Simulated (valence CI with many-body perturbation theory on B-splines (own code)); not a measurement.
Ta⁵⁷⁺: calculated level list

Computed by valence CI with perturbative core correlation (CI+MBPT): six valence electrons over a frozen Dirac-Fock core [Ne], radial functions for each j: 9 s, 9 p, 8 d, 6 f, 3 g, 1 h, with the one-electron correlation potential Σ1, the two-electron term Σ2, the three-electron term Σ3, Breit, model QED; selected CI, second order for the rest, scaled by the run's own slope (own B-spline code, finite nucleus).

The last digits are not significant, and no measured levels were compared; by estimate large intervals hold to a few tenths of a per cent, small ones and those within an open d or f shell to about a per cent. Among the levels kept, up to 960 cm⁻¹ of a level comes from second order outside the variational space, and about a tenth of that is noise between levels of different J, which matters for small intervals.

Levels 1 to 40 of 40, with energies above the lowest level, (3s^2 3p1/2^2 3p3/2^2) J=2. "Leading %" is the weight of the configuration and term that name the level; weights of strongly mixed levels are sums over their largest components and can fall short, and the name can then belong to a minority configuration. In the jj column 3d3/2^4 stands for four electrons in 3d with j = 3/2.

```csv
No.,Configuration,Term,J,E (eV),Leading %,g,Leading jj,Second component
1,3s²3p⁴,³P,2,0.00,68,1.331,3s^2 3p1/2^2 3p3/2^2 (99 %),31 % 3s²3p⁴ ¹D
2,3s²3p⁴,¹S,0,19.41,64,,3s^2 3p1/2^2 3p3/2^2 (99 %),36 % 3s²3p⁴ ³P
3,3s²3p³3d,³D°,2,230.61,32,1.042,3s^2 3p1/2^2 3p3/2 3d3/2 (99 %),20 % 3s²3p³3d ³F°
4,3s²3p³3d,³D°,1,238.90,33,1.107,3s^2 3p1/2^2 3p3/2 3d3/2 (98 %),28 % 3s²3p³3d ³P°
5,3s²3p³3d,³P°,0,239.20,62,,3s^2 3p1/2^2 3p3/2 3d3/2 (99 %),27 % 3s²3p³3d ⁵D°
6,3s²3p³3d,³F°,3,239.46,28,1.088,3s^2 3p1/2^2 3p3/2 3d3/2 (97 %),21 % 3s²3p³3d ³G°
7,3s²3p³3d,³F°,4,310.03,50,1.251,3s^2 3p1/2^2 3p3/2 3d5/2 (99 %),26 % 3s²3p³3d ⁵D°
8,3s²3p³3d,³D°,2,316.31,33,1.237,3s^2 3p1/2^2 3p3/2 3d5/2 (97 %),22 % 3s²3p³3d ³P°
9,3s²3p⁴,³P,1,324.86,99,1.490,3s^2 3p1/2 3p3/2^3 (99 %),
10,3s²3p⁴,¹D,2,334.32,68,1.143,3s^2 3p1/2 3p3/2^3 (99 %),31 % 3s²3p⁴ ³P
11,3s²3p³3d,³D°,3,335.18,42,1.198,3s^2 3p1/2^2 3p3/2 3d5/2 (96 %),17 % 3s²3p³3d ¹F°
12,3s²3p³3d,³D°,1,346.21,35,1.050,3s^2 3p1/2^2 3p3/2 3d5/2 (98 %),30 % 3s²3p³3d ³P°
13,3s²3p²3d²,³F,2,470.98,40,0.750,3s^2 3p1/2^2 3d3/2^2 (98 %),24 % 3s²3p²3d² ⁵G
14,3s²3p²3d²,³P,0,494.66,58,,3s^2 3p1/2^2 3d3/2^2 (98 %),28 % 3s²3p²3d² ⁵D
15,3s3p⁵,³P°,2,504.99,85,1.469,3s 3p1/2^2 3p3/2^3 (85 %),7 % 3s²3p³3d ³P°
16,3s3p⁵,¹P°,1,525.50,37,1.187,3s 3p1/2^2 3p3/2^3 (62 %),25 % 3s3p⁵ ³P°
17,3s²3p³3d,³F°,2,546.05,44,1.026,3s^2 3p1/2 3p3/2^2 3d3/2 (98 %),29 % 3s²3p³3d ⁵D°
18,3s²3p³3d,⁵D°,0,547.42,53,,3s^2 3p1/2 3p3/2^2 3d3/2 (98 %),25 % 3s²3p³3d ¹S°
19,3s²3p³3d,³D°,1,548.55,43,0.984,3s^2 3p1/2 3p3/2^2 3d3/2 (88 %),33 % 3s²3p³3d ⁵D°
20,3s²3p³3d,³G°,3,553.95,34,1.072,3s^2 3p1/2 3p3/2^2 3d3/2 (97 %),28 % 3s²3p³3d ³F°
21,3s²3p²3d²,³F,3,554.28,32,1.074,3s^2 3p1/2^2 3d3/2 3d5/2 (98 %),23 % 3s²3p²3d² ⁵G
22,3s²3p³3d,³G°,4,562.09,50,1.043,3s^2 3p1/2 3p3/2^2 3d3/2 (99 %),37 % 3s²3p³3d ¹G°
23,3s²3p²3d²,³P,2,565.22,23,1.175,3s^2 3p1/2^2 3d3/2 3d5/2 (97 %),9 % 3s²3p²3d² ⁵P
24,3s²3p²3d²,³P,1,569.80,36,1.512,3s^2 3p1/2^2 3d3/2 3d5/2 (97 %),34 % 3s²3p²3d² ⁵D
25,3s²3p²3d²,³F,4,570.28,25,1.065,3s^2 3p1/2^2 3d3/2 3d5/2 (97 %),22 % 3s²3p²3d² ¹G
26,3s²3p³3d,³F°,2,575.03,64,0.815,3s^2 3p1/2 3p3/2^2 3d3/2 (96 %),23 % 3s²3p³3d ¹D°
27,3s²3p³3d,³D°,3,588.84,41,1.176,3s^2 3p1/2 3p3/2^2 3d3/2 (96 %),24 % 3s²3p³3d ¹F°
28,3s²3p³3d,³P°,2,595.64,29,1.246,3s^2 3p1/2 3p3/2^2 3d3/2 (89 %),27 % 3s²3p³3d ³D°
29,3s²3p³3d,³S°,1,600.91,38,1.494,3s^2 3p1/2 3p3/2^2 3d3/2 (84 %),26 % 3s²3p³3d ³P°
30,3s²3p³3d,³D°,1,613.73,39,0.899,3s^2 3p1/2 3p3/2^2 3d3/2 (85 %),31 % 3s²3p³3d ¹P°
31,3s²3p³3d,³D°,3,621.36,52,1.303,3s^2 3p1/2 3p3/2^2 3d5/2 (98 %),26 % 3s²3p³3d ⁵D°
32,3s²3p³3d,⁵D°,4,621.69,52,1.293,3s^2 3p1/2 3p3/2^2 3d5/2 (99 %),22 % 3s²3p³3d ³G°
33,3s²3p³3d,³F°,4,634.01,72,1.175,3s^2 3p1/2 3p3/2^2 3d5/2 (99 %),26 % 3s²3p³3d ¹G°
34,3s²3p³3d,³D°,1,636.93,44,0.911,3s^2 3p1/2 3p3/2^2 3d5/2 (95 %),25 % 3s²3p³3d ¹P°
35,3s²3p³3d,³G°,5,637.13,99,1.188,3s^2 3p1/2 3p3/2^2 3d5/2 (99 %),
36,3s²3p³3d,¹S°,0,639.11,52,,3s^2 3p1/2 3p3/2^2 3d5/2 (97 %),45 % 3s²3p³3d ³P°
37,3s²3p²3d²,³F,4,646.55,28,1.172,3s^2 3p1/2^2 3d5/2^2 (95 %),16 % 3s²3p²3d² ³G
38,3s²3p³3d,³D°,2,655.16,47,1.271,3s^2 3p1/2 3p3/2^2 3d5/2 (99 %),37 % 3s²3p³3d ³P°
39,3s²3p²3d²,³P,2,655.63,20,1.208,3s^2 3p1/2^2 3d5/2^2 (96 %),16 % 3s²3p²3d² ³F
40,3s²3p³3d,¹F°,3,662.03,35,1.114,3s^2 3p1/2 3p3/2^2 3d5/2 (99 %),34 % 3s²3p³3d ³F°
```

The ionisation energy to 3s²3p³ ²P°3/2 of the next ion comes out as 5788 eV (NIST: 5785 ± 6 eV (theoretical)). All 40 levels together are meant to be complete up to 664.69 eV.
